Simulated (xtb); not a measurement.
C₂H₄N₃, SMILES n1c[nH+][nH]c1, charge +1. All values are semi-empirical tight-binding results from xtb (GFN2-xTB unless named), good for trends rather than for accurate numbers. Geometry: GFN2-xTB. The isomer is the one that the SMILES or the coordinates give; other isomers of the formula were not compared.

Problem. Estimate the properties. (Estimate from the structure and the level; the computed values follow.)

Solution. 
```json
{
  "point_group_as_xtb_finds_it": "C2v",
  "orbital_gap": "3.42 eV",
  "zero_point_energy": "43.1 kcal/mol",
  "G − E(el) at 298.15 K (modified RRHO)": "27.0 kcal/mol",
  "static polarisability (D4 model)": "43.8 bohr³",
  "solvation energy, GFN2-xTB/ALPB(water)": "-67.7 kcal/mol",
  "solvation energy, GFN2-xTB/ALPB(toluene)": "-52.0 kcal/mol"
}
```

Problem. Give the IR lines (harmonic; lines under 4 % of the strongest left out, lines within 3 cm⁻¹ merged). (Estimate from the structure and the level; the computed values follow.)

Solution. ν (cm⁻¹): 645 (w), 666 (vs), 851 (w), 894 (w), 903 (w), 1037 (m), 1061 (m), 1127 (w), 1314 (w), 1421 (m), 1446 (m), 3148 (m), 3152 (w), 3348 (m), 3360 (vs) (against the strongest line: vs over 80 %, s over 45 %, m over 15 %, w over 4 %, vw less)
